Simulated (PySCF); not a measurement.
Positional isomers: propene boryl. Gas-phase values, no solvent. One relaxed conformer stands for each flexible species; it need not be the lowest. Strings in code marks are SMILES.

The four lowest singlet excitations (Tamm–Dancoff). Computed with PySCF 2.14.0 with PBE0-D4/def2-TZVP. Excitations are Tamm–Dancoff values on a coarser integration grid. The basis has no diffuse functions, so Rydberg states are missing or too high.

```
state  energy (eV)  wavelength (nm)  oscillator strength
-----  -----------  ---------------  -------------------
S1            4.72              263                0.003
S2            5.98              207                0.001
S3            6.73              184                0.003
S4            7.36              168                0.095
```

### Question
Say which member gives these states.
A) `BC(=C)C`
B) `B/C=C/C`
C) `BCC=C`
D) `B/C=C\C`

### Answer
C, `BCC=C`
